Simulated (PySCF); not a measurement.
Compound: C7H12BN.
SMILES: `CB(C)C(C#N)=C(C)C`

Torsions of this conformer, `[CH3:1][B:2]([CH3:3])[C:4]([C:5]#[N:6])=[C:7]([CH3:8])[CH3:9]`: C1–B2–C4–C5 142°.

The closed-shell ground state was solved at several levels (PySCF, density fitting, gas phase, non-relativistic). Geometry: PBE0-D3(BJ)/def2-SVP; no solvent, vibrations or thermal averaging.

```json
{"level": "PBE0/def2-SVPD", "basis functions": "276", "HOMO (eV)": "-7.47", "LUMO (eV)": "-1.80", "gap (eV)": "5.67", "dipole (D)": "4.81"}
{"level": "CAM-B3LYP/pcSseg-1", "basis functions": "213", "HOMO (eV)": "-8.68", "LUMO (eV)": "-0.66", "gap (eV)": "8.02", "dipole (D)": "4.77"}
```

(1) Estimate the row for PBE0/pcSseg-1, a basis of 213 functions; the other rows only guide the guess.

(2) How far do the dipole and the HOMO energy spread over the levels?

## Answers

(1) HOMO -7.45 eV, LUMO -1.78 eV, gap 5.67 eV, dipole 4.77 D.

(2) The dipole runs from 4.77 to 4.81 D (mean 4.79 D) and the HOMO from -8.68 to -7.45 eV.
